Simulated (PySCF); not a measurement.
**Copper: a sound run and one with changed settings**

Sound run: Cu⁺ [Ar] 3d10, Cu²⁺ [Ar] 3d9. All numbers are calculated (PySCF 2.14, the spin-free X2C one-electron Hamiltonian (Gaussian nucleus), in x2c-SVPall (5s3p3d1f, 36 functions)). In the sound run the correlated levels freeze [Ar]. The sound run starts from symmetry-adapted Hartree-Fock orbitals and uses a fine grid where one is needed.

Changed run: the non-relativistic Hamiltonian (point nucleus). This setting is unsound on purpose.

```
species  method  sound run (hartree)  changed run (hartree)  converged
    Cu⁺     UHF          -1652.59959            -1633.62702        yes
    Cu⁺     LDA          -1651.27852            -1632.30943        yes
    Cu⁺   M06-L          -1654.08584            -1635.11336        yes
    Cu⁺     MP2          -1652.87451            -1633.90178        yes
   Cu²⁺     UHF          -1651.96027            -1632.98502        yes
   Cu²⁺     LDA          -1650.47711            -1631.50563        yes
   Cu²⁺   M06-L          -1653.33494            -1634.35978        yes
   Cu²⁺     MP2          -1652.12809            -1633.15305        yes
```

Ionisation energy of Cu⁺:

| method | sound run (eV) | changed run (eV) |
| --- | --- | --- |
| UHF | 17.397 | 17.470 |
| LDA | 21.807 | 21.872 |
| M06-L | 20.433 | 20.506 |
| MP2 | 20.311 | 20.374 |
| SCS-MP2 | 19.936 | 20.000 |

Most of the change in total energy is the relativistic energy itself. On top of that the contraction fixes the core shape for the Hamiltonian it was made with, so the changed run is not a good calculation with the other Hamiltonian either.

For comparison, NIST gives 20.292 eV between the lowest levels.
